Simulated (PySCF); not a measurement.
An unknown gives this computed stick spectrum. Method: PySCF 2.14.0, density-fitted response routines, TDDFT PBE0/def2-SVPD, vertical, gas phase, core orbitals frozen in the response. Geometries: GFN2-xTB, one conformer each.

| state | λ (nm) | f |
| --- | --- | --- |
| S1 | 249.7 | 0.012 |
| S2 | 225.9 | 0.041 |
| S3 | 206.9 | 0.063 |
| S4 | 198.1 | 0.225 |
| S5 | 190.0 | 0.040 |
| S6 | 185.1 | 0.0064 |
| S7 | 180.1 | 0.011 |
| S8 | 177.0 | 0.0044 |

Question: Which structure fits? All have the formula C5H10N2.
A. `NCC1=CCNC1`
B. `C(N(CC=C)N)=C`
C. `CN/N=C(/C)C=C`
D. `[H]/N=C\C=N/C(C)C`

Answer: B. Its S1 lies at 4.97 eV; the nearest of the others has S1 at 4.45 eV. S1 is HOMO→LUMO (98%). Löwdin shares by element: HOMO carbon 44% or more, nitrogen 36% (atoms not listed hold the other 19%); LUMO carbon 67% or more, hydrogen 12% or more (atoms not listed hold the other 21%). At the same level the other candidates give, for their lowest levels:
- `NCC1=CCNC1`: 219 nm (f 0.006); 211 nm (f 0.013); 198 nm (f 0.014); 194 nm (f 0.001); 193 nm (f 0.018); T1 4.36 eV; HOMO -6.46, LUMO 0.52 eV
- `[H]/N=C\C=N/C(C)C`: 362 nm (f 0.002); 255 nm (f 0.002); 205 nm (f 0.353); 186 nm (f 0.006); 184 nm (f 0.023); T1 2.73 eV; HOMO -7.09, LUMO -1.92 eV
- `C=C/C(C)=N\NC`: 279 nm (f 0.387); 248 nm (f 0.005); 230 nm (f 0.004); 205 nm (f 0.005); 202 nm (f 0.023); T1 2.66 eV; HOMO -5.82, LUMO -0.91 eV

Shape of the structure used: `[CH2:1]=[CH:2][CH2:3][N:4]([NH2:5])[CH:6]=[CH2:7]`: C1–C2–C3–N4 -123°, C2–C3–N4–N5 -80°, C3–N4–C6–C7 -160°, H–N5–N4–C3 -138°, H–N5–N4–C3 103°.
Triplets come from the Tamm–Dancoff approximation.
